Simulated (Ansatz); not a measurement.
Steps of a relaxation of `C=CBBr` with RKS PBE-D4/def2-SVP.

```sh
$ ansatz run in.yaml --threads 2 --pin off --events-out ev --progress --plain --max-ram 4352MiB
```

```yaml
crystal:
  periodic: [false, false, false]
  atoms:
    - {symbol: C, position_ang: [0.284200, 1.009400, -0.788200]}
    - {symbol: C, position_ang: [-0.435800, 0.272500, 0.052500]}
    - {symbol: B, position_ang: [0.136300, -1.075200, 0.555100]}
    - {symbol: Br, position_ang: [-0.796800, -2.198800, 1.844000]}
    - {symbol: H, position_ang: [-0.203200, 1.978400, -1.158100]}
    - {symbol: H, position_ang: [1.220200, 0.793700, -1.168400]}
    - {symbol: H, position_ang: [-1.387200, 0.582100, 0.405300]}
    - {symbol: H, position_ang: [1.274500, -1.419100, 0.202100]}
basis:
  gaussian: {orbitals: def2-SVP}
hamiltonian: {xc: pbe, dispersion: d4}
relax: {f_tol: 0.03, max_steps: 200}
```

Positions (Å) and forces (eV/Å) along the path, 7 of 7 steps:

```xyz
8
step=1 energy=-72836.6981 eV
C     0.284    1.009   -0.788   -3.053    2.964   -0.373
C    -0.436    0.273    0.052    0.913   -2.135    0.773
B     0.136   -1.075    0.555    0.559   -0.076    0.203
Br   -0.797   -2.199    1.844    0.222    0.309   -0.430
H    -0.203    1.978   -1.158    0.794   -0.816    0.245
H     1.220    0.794   -1.168    2.543   -0.846   -0.889
H    -1.387    0.582    0.405   -1.438    0.685    0.301
H     1.274   -1.419    0.202   -0.538   -0.084    0.170
8
step=2 energy=-72836.8905 eV
C     0.246    1.015   -0.818   -0.927    1.434    0.136
C    -0.450    0.259    0.058    0.613   -0.867    0.252
B     0.186   -1.043    0.604   -0.100   -0.276   -0.425
Br   -0.780   -2.178    1.825    0.099    0.122    0.008
H    -0.165    2.013   -1.123    0.204   -0.508   -0.147
H     1.236    0.784   -1.192    0.588   -0.362   -0.126
H    -1.445    0.563    0.388   -0.306    0.278    0.094
H     1.264   -1.470    0.202   -0.171    0.178    0.209
8
step=3 energy=-72836.8971 eV
C     0.230    1.030   -0.806   -0.039    0.615   -0.012
C    -0.424    0.229    0.068   -0.186    0.431   -0.166
B     0.175   -1.068    0.609    0.213   -0.498   -0.235
Br   -0.777   -2.206    1.840    0.105    0.180   -0.079
H    -0.191    2.016   -1.128    0.108   -0.474    0.001
H     1.225    0.793   -1.189    0.378   -0.151   -0.133
H    -1.408    0.621    0.341   -0.403   -0.179    0.418
H     1.262   -1.471    0.210   -0.176    0.075    0.206
8
step=4 energy=-72836.9184 eV
C     0.259    1.067   -0.763   -0.323   -0.176   -0.516
C    -0.437    0.267    0.093    0.221    0.106   -0.078
B     0.177   -1.072    0.564   -0.012    0.185    0.089
Br   -0.776   -2.179    1.803   -0.068   -0.107    0.055
H    -0.201    1.973   -1.218    0.233   -0.065    0.295
H     1.258    0.782   -1.172   -0.307    0.066    0.317
H    -1.451    0.587    0.428    0.302   -0.085   -0.120
H     1.264   -1.483    0.209   -0.045    0.076   -0.043
8
step=5 energy=-72836.9492 eV
C     0.237    1.046   -0.798   -0.026    0.033   -0.010
C    -0.438    0.258    0.075   -0.049    0.009    0.019
B     0.177   -1.062    0.570   -0.016   -0.046    0.041
Br   -0.775   -2.183    1.806    0.009    0.000   -0.005
H    -0.177    1.997   -1.176    0.054   -0.018   -0.012
H     1.238    0.756   -1.164   -0.017    0.025   -0.010
H    -1.438    0.584    0.418    0.024   -0.004   -0.012
H     1.268   -1.454    0.214    0.021    0.000   -0.010
8
step=6 energy=-72836.9496 eV
C     0.236    1.045   -0.797   -0.043   -0.028    0.041
C    -0.443    0.258    0.076    0.028    0.029   -0.035
B     0.175   -1.062    0.571   -0.002   -0.016    0.011
Br   -0.771   -2.187    1.807    0.003   -0.001   -0.001
H    -0.168    1.999   -1.179   -0.004    0.011   -0.004
H     1.235    0.754   -1.164    0.020   -0.005   -0.008
H    -1.441    0.585    0.418    0.000    0.005   -0.002
H     1.269   -1.449    0.213   -0.003    0.005   -0.001
8
step=7 energy=-72836.9496 eV
C     0.236    1.045   -0.797   -0.005   -0.007    0.007
C    -0.442    0.258    0.075    0.003    0.004   -0.004
B     0.175   -1.063    0.572    0.001   -0.002    0.000
Br   -0.771   -2.188    1.807    0.001   -0.001    0.000
H    -0.168    1.999   -1.179   -0.001    0.003   -0.001
H     1.235    0.755   -1.164    0.004   -0.001   -0.002
H    -1.440    0.586    0.418    0.000    0.001    0.000
H     1.269   -1.449    0.213   -0.003    0.002    0.000
```

Run time 11 s (2 threads of an Intel Xeon Platinum 8259CL on a shared host); peak host memory 0.15 GiB.
